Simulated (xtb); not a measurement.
A run for xtb: GFN2-xTB on C2H7Al (SMILES [CH3][AlH][CH3]), a point of a torsion scan.

```
$ xtb mol.xyz --gfn 2 --opt vtight --chrg 0 --uhf 0 --input xcontrol
10

C      1.67460137     0.27046190    -0.22191542
Al     0.03749155    -0.37873914     0.72048485
C      0.06296282    -2.28379196     1.35590229
H      2.01999580    -0.54982688    -0.87040574
H      1.44700186     1.19738146    -0.77439803
H      2.42021225     0.51763747     0.56990505
H     -0.76879838     0.71354242     1.58027291
H      0.74477393    -2.39814553     2.21900520
H     -0.96694948    -2.59976027     1.53670743
H      0.46842513    -2.88684382     0.50207060
$constrain
  force constant=1.0
  dihedral: 4,1,2,3,40.0
$end
```

The log:

```
[...]
           -------------------------------------------------
          |                Calculation Setup                |
           -------------------------------------------------



           -------------------------------------------------
          |                 G F N 2 - x T B                 |
           -------------------------------------------------

        Reference                      10.1021/acs.jctc.8b01176
      * Hamiltonian:
        H0-scaling (s, p, d)           1.850000    2.230000    2.230000
        zeta-weighting                 0.500000
      * Dispersion:
        s8                             2.700000
        a1                             0.520000
        a2                             5.000000
        s9                             5.000000
      * Repulsion:
        kExp                           1.500000    1.000000
        rExp                           1.000000
      * Coulomb:
        alpha                          2.000000
        third order                    shell-resolved
        anisotropic                    true
        a3                             3.000000
        a5                             4.000000
        cn-shift                       1.200000
        cn-exp                         4.000000
        max-rad                        5.000000


          ...................................................
          :                      SETUP                      :
          :.................................................:
          :  # basis functions                  25          :
          :  # atomic orbitals                  24          :
          :  # shells                           14          :
          :  # electrons                        18          :
          :  max. iterations                   250          :
          :  Hamiltonian                  GFN2-xTB          :
          :  restarted?                      false          :
          :  GBSA solvation                  false          :
          :  PC potential                    false          :
          :  electronic temp.          300.0000000     K    :
          :  accuracy                    1.0000000          :
          :  -> integral cutoff          0.2500000E+02      :
          :  -> integral neglect         0.1000000E-07      :
          :  -> SCF convergence          0.1000000E-05 Eh   :
          :  -> wf. convergence          0.1000000E-03 e    :
          :  Broyden damping             0.4000000          :
          :  net charge                          0          :
          :  unpaired electrons                  0          :
          ...................................................

 iter      E             dE          RMSdq      gap      omega  full diag
   1     -8.9254244 -0.892542E+01  0.140E+01    3.47       0.0  T
   2     -8.9730738 -0.476493E-01  0.847E+00    2.94       1.0  T
   3     -8.9652464  0.782734E-02  0.303E+00    2.78       1.0  T
   4     -8.9770145 -0.117681E-01  0.154E+00    3.52       1.0  T
   5     -8.9814622 -0.444770E-02  0.445E-01    3.33       1.0  T
   6     -8.9816343 -0.172075E-03  0.124E-01    3.22       1.0  T
   7     -8.9816790 -0.446975E-04  0.596E-02    3.23       1.0  T
   8     -8.9816792 -0.221421E-06  0.383E-02    3.24       1.0  T
   9     -8.9816826 -0.338901E-05  0.127E-02    3.24       2.5  T
  10     -8.9816827 -0.641246E-07  0.497E-03    3.24       6.4  T
  11     -8.9816826  0.280118E-07  0.367E-03    3.24       8.6  T
  12     -8.9816827 -0.401841E-07  0.334E-04    3.24      94.7  T
  13     -8.9816827 -0.138488E-09  0.102E-04    3.24     309.0  T

   *** convergence criteria satisfied after 13 iterations ***

         #    Occupation            Energy/Eh            Energy/eV
      -------------------------------------------------------------
         1        2.0000           -0.5659828             -15.4012
       ...           ...                  ...                  ...
         3        2.0000           -0.4676659             -12.7258
         4        2.0000           -0.4634503             -12.6111
         5        2.0000           -0.4580352             -12.4638
         6        2.0000           -0.4563942             -12.4191
         7        2.0000           -0.4525425             -12.3143
         8        2.0000           -0.3770870             -10.2611
         9        2.0000           -0.3626690              -9.8687 (HOMO)
        10                         -0.2437606              -6.6331 (LUMO)
        11                         -0.1410849              -3.8391
        12                         -0.1324498              -3.6041
        13                         -0.1038815              -2.8268
        14                         -0.0372121              -1.0126
       ...                                ...                  ...
        24                          0.9124534              24.8291
      -------------------------------------------------------------
                  HL-Ga
[...]
      ...        0 min,  0.000 sec (  0.290%)
 integral evaluation            ...        0 min,  0.000 sec ( 16.799%)
 iterations                     ...        0 min,  0.001 sec ( 24.318%)
 molecular gradient             ...        0 min,  0.001 sec ( 52.572%)
 printout                       ...        0 min,  0.000 sec (  3.470%)

         :::::::::::::::::::::::::::::::::::::::::::::::::::::
         ::                     SUMMARY                     ::
         :::::::::::::::::::::::::::::::::::::::::::::::::::::
         :: total energy              -8.884491051077 Eh    ::
         :: gradient norm              0.000015931890 Eh/a0 ::
         :: HOMO-LUMO gap              4.799629056708 eV    ::
         ::.................................................::
         :: SCC energy                -9.006770779415 Eh    ::
         :: -> isotropic ES            0.028486966349 Eh    ::
         :: -> anisotropic ES          0.004532407457 Eh    ::
         :: -> anisotropic XC         -0.002879786326 Eh    ::
         :: -> dispersion             -0.003506456382 Eh    ::
         :: repulsion energy           0.122279684601 Eh    ::
         :: add. restraining           0.000000043737 Eh    ::
         :: total charge               0.000000000000 e     ::
         :::::::::::::::::::::::::::::::::::::::::::::::::::::

           -------------------------------------------------
          |                Property Printout                |
           -------------------------------------------------

    * Orbital Energies and Occupations

         #    Occupation            Energy/Eh            Energy/eV
      -------------------------------------------------------------
         1        2.0000           -0.5699881             -15.5102
         2        2.0000           -0.5625388             -15.3075
         3        2.0000           -0.4693288             -12.7711
         4        2.0000           -0.4567107             -12.4277
         5        2.0000           -0.4566483             -12.4260
         6        2.0000           -0.4541580             -12.3583
         7        2.0000           -0.4534527             -12.3391
         8        2.0000           -0.3778069             -10.2806
         9        2.0000           -0.3724786             -10.1357 (HOMO)
        10                         -0.1960955              -5.3360 (LUMO)
        11                         -0.1753860              -4.7725
        12                         -0.1009615              -2.7473
        13                         -0.0985832              -2.6826
        14                         -0.0745904              -2.0297
        15                         -0.0109343              -0.2975
        16                          0.1857987               5.0558
        17                          0.1988942               5.4122
        18                          0.2081865               5.6650
        19                          0.2162147               5.8835
        20                          0.2222957               6.0490
       ...                                ...                  ...
        24                          0.9989720              27.1834
      -------------------------------------------------------------
                  HL-Gap            0.1763831 Eh            4.7996 eV
             Fermi-level           -0.2842871 Eh           -7.7358 eV

     #   Z          covCN         q      C6AA      α(0)
     1   6 C        3.608    -0.218    25.466     7.290
     2  13 Al       2.554     0.286    96.564    20.127
     3   6 C        3.608    -0.218    25.464     7.290
     4   1 H        0.924     0.053     2.288     2.366
     5   1 H        0.924     0.059     2.216     2.328
     6   1 H        0.924     0.049     2.336     2.390
     7   1 H        0.880    -0.170     8.852     4.658
     8   1 H        0.924     0.050     2.318     2.381
     9   1 H        0.924     0.060     2.202     2.320
    10   1 H        0.924     0.050     2.321     2.383

 Mol. C6AA /au·bohr⁶  :        996.259287
 Mol. C8AA /au·bohr⁸  :      35904.471111
 Mol. α(0) /au        :         53.532825


Wiberg/Mayer (AO) data.
largest (>0.10) Wiberg bond orders for each atom

 ---------------------------------------------------------------------------
     #   Z sym  total        # sym  WBO       # sym  WBO       # sym  WBO
 ---------------------------------------------------------------------------
     1   6 C    3.911 --     2 Al   1.055     6 H    0.922     4 H    0.919
                             5 H    0.918
     2  13 Al   3.432 --     3 C    1.055     1 C    1.055     7 H    0.878
     3   6 C    3.911 --     2 Al   1.055     8 H    0.922    10 H    0.921
                             9 H    0.917
     4   1 H    0.997 --     1 C    0.919
     5   1 H    0.997 --     1 C    0.918
     6   1 H    0.998 --     1 C    0.922
     7   1 H    0.971 --     2 Al   0.878
     8   1 H    0.997 --     3 C    0.922
     9   1 H    0.996 --     3 C    0.917
    10   1 H    0.998 --     3 C    0.921
 ---------------------------------------------------------------------------

Topologies differ in total number of bonds
Writing topology from bond orders to xtbtopo.mol

molecular dipole:
                 x           y           z       tot (Debye)
 q only:        0.281      -0.246      -0.106
   full:        0.416      -0.356      -0.148       1.443
molecular quadrupole (traceless):
                xx          xy          yy          xz          yz          zz
 q only:       -0.323       0.556       0.302       0.964      -0.864       0.021
  q+dip:       -0.285       1.170       1.803      -0.213      -2.430      -1.518
   full:       -0.998       1.573      -0.460       2.847      -0.846       1.458

           -------------------------------------------------
          |                Geometry Summary                 |
           -------------------------------------------------

      molecular mass/u    :       58.0585956
   center of mass at/Å    :        0.5645400      -0.7133957       0.7145182
  moments of inertia/u·Å² :        0.2145913E+02   0.1092405E+03   0.1245328E+03
rotational constants/cm⁻¹ :        0.7855694E+00   0.1543167E+00   0.1353671E+00

 * 9 selected distances

     #   Z          #   Z                                           value/Å
     1   6 C        2  13 Al                                      1.9897689
     2  13 Al       3   6 C                                       1.9898693 (max)
     1   6 C        4   1 H                                       1.0966997
     1   6 C        5   1 H                                       1.0969816
     1   6 C        6   1 H                                       1.0963250 (min)
     2  13 Al       7   1 H                                       1.5533132
     3   6 C        8   1 H                                       1.0963484
     3   6 C        9   1 H                                       1.0972979
     3   6 C       10   1 H                                       1.0964491

 * 3 distinct bonds (by element types)

   Z      Z             #   av. dist./Å        max./Å        min./Å
   1 H    6 C           6     1.0966836     1.0972979     1.0963250
Note: The following floating-point exceptions are signalling: IEEE_UNDERFLOW_FLAG IEEE_DENORMAL
normal termination of xtb
   1 H   13 Al          1     1.5533132     1.5533132     1.5533132
   6 C   13 Al          2     1.9898191     1.9898693     1.9897689


optimized geometry written to: xtbopt.xyz


           -------------------------------------------------
          | TOTAL ENERGY               -8.884491051077 Eh   |
          | GRADIENT NORM               0.000015931890 Eh/α |
          | HOMO-LUMO GAP               4.799629056708 eV   |
           -------------------------------------------------

------------------------------------------------------------------------
------------------------------------------------------------------------
 total:
 SCF:
 ANC optimizer:
```

The run finished.

Warnings raised: the energy holds the restraint's term.

Cost: about 0.23 core-seconds (a rough figure).
